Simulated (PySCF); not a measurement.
## Ionisation energy of Xe³⁹⁺ by level of theory

Xe³⁹⁺ [Ne] 3s2 3p3 (4S) → Xe⁴⁰⁺ [Ne] 3s2 3p2 (3P), as a difference of total energies. All numbers are calculated (PySCF 2.14, scalar relativity by spin-free X2C-1e, in an even-tempered Gaussian basis (18 s from 7.3 bohr⁻², ratio 2.5; 12 p from 9.5 bohr⁻², ratio 2.5; 4 d from 38 bohr⁻², ratio 2.7; 4 f from 58 bohr⁻², ratio 2.7)). Correlated levels: outer shells: 1s2 frozen; virtual orbitals above 40 to 60 times the deepest correlated orbital energy dropped. The calculations carry no spin-orbit coupling.

```csv
method,ionisation energy (eV)
UHF,2848.3
MP2 (outer shells),2848.8
SCS-MP2 (outer shells),2848.5
CCSD (outer shells),2848.6
CCSD(T) (outer shells),2848.6
```

Spin-orbit coupling is strong in these open shells (close to jj coupling). The scalar numbers leave it out and a first-order estimate fails, so it can dominate the gap to the real levels.

Breit and QED terms and the two-electron picture change are absent.

For comparison: 2811 ± 4 eV (theoretical estimate listed by NIST; NIST Atomic Spectra Database, ionization energies).
